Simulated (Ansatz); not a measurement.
Calculated with Ansatz (gas phase, PBE0-D4/def2-TZVP geometries, no zero-point term in ΔE). CBS: MP2 limit from def2 TZ/QZ plus the TZ coupled-cluster correction, frozen cores. Functionals use def2-TZVPP. B3LYP here is the variant with VWN-RPA as its local correlation; programs differ in this. Each species was taken in one conformer, which may not be the lowest.

`N[Si]([SiH3])(Cl)O[SiH3]` + `BC=C` → `N[SiH]([SiH3])O[SiH3]` + `C=CBCl`  (redistribution)

```csv
level,ΔE (eV)
PBE0,0.06
B3LYP,0.06
CCSD/def2-TZVPP,0.10
CCSD(T)/def2-TZVPP,0.09
HF/def2-QZVPP,0.17
SCS-MP2/def2-QZVPP,0.14
MP2/CBS(def2),0.16
CCSD/CBS(def2),0.15
```

Task: What does CCSD(T)/CBS give? (An estimate is asked.)

Result: The calculation gave: +0.14 eV. The listed levels differ from it by -0.08, -0.08, -0.04, -0.05, 0.03, 0.00, 0.02, 0.01 eV.

Largest T1 diagnostic among the species: 0.012.

From PBE to PBE0 (25 % exact exchange), in def2-TZVPP and without D4, ΔE moves by +0.05 eV. In def2-TZVPP, CCSD(T) changes the Hartree–Fock value by −0.08 eV (the triples alone add −0.01 eV) and MP2 by −0.05 eV.
